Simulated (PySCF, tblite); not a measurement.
Isomers of C6H10F2OSi. Computed values, GFN2-xTB/tblite, gas phase, harmonic and unscaled. Against measured fundamentals such values can be off by several per cent, at times by over 20. Modes of hydrogen on silicon can be 10 to 20 % off. One conformer each.

Electronic energies: PBE0/pcSseg-1 single points on the GFN2-xTB geometries (PySCF, gas phase).

| SMILES | electronic energy, lowest = 0 (kJ/mol) |
| --- | --- |
| C[SiH](C)/C=C\C(=O)C(F)F | 0.0 |
| FC[C@@H]1O[C@H](CF)C=C[SiH2]1 | 102.8 |
| C=CC/C(=C/O[SiH3])C(F)F | 55.1 |

Problem. How do GFN2-xTB zero-point energies change the relative energies?

Solution. 
```json
{"SMILES": "C[SiH](C)/C=C\\C(=O)C(F)F", "ZPE (kJ/mol)": "379.7", "of it from modes above 1550 cm⁻¹": "196.6", "electronic (kJ/mol)": "0.0", "with ZPE, lowest = 0 (kJ/mol)": "0.0", "lowest mode (cm⁻¹)": "29", "rings": "0"}
{"SMILES": "C=CC/C(=C/O[SiH3])C(F)F", "ZPE (kJ/mol)": "371.8", "of it from modes above 1550 cm⁻¹": "188.2", "electronic (kJ/mol)": "55.1", "with ZPE, lowest = 0 (kJ/mol)": "47.1", "lowest mode (cm⁻¹)": "19", "rings": "0"}
{"SMILES": "FC[C@@H]1O[C@H](CF)C=C[SiH2]1", "ZPE (kJ/mol)": "383.5", "of it from modes above 1550 cm⁻¹": "178.1", "electronic (kJ/mol)": "102.8", "with ZPE, lowest = 0 (kJ/mol)": "106.6", "lowest mode (cm⁻¹)": "45", "rings": "1"}
```

The zero-point energies span 11.7 kJ/mol, from `C=CC/C(=C/O[SiH3])C(F)F` to `FC[C@@H]1O[C@H](CF)C=C[SiH2]1`. The order is unchanged.

Problem. And how do the electronic energies of GFN2-xTB itself compare?

Solution. `C[SiH](C)/C=C\C(=O)C(F)F` 182.2; `C=CC/C(=C/O[SiH3])C(F)F` 0.0; `FC[C@@H]1O[C@H](CF)C=C[SiH2]1` 121.2 kJ/mol, lowest = 0. Against the energies above, taken from the same isomer `C[SiH](C)/C=C\C(=O)C(F)F`, the largest difference is 237.3 kJ/mol.
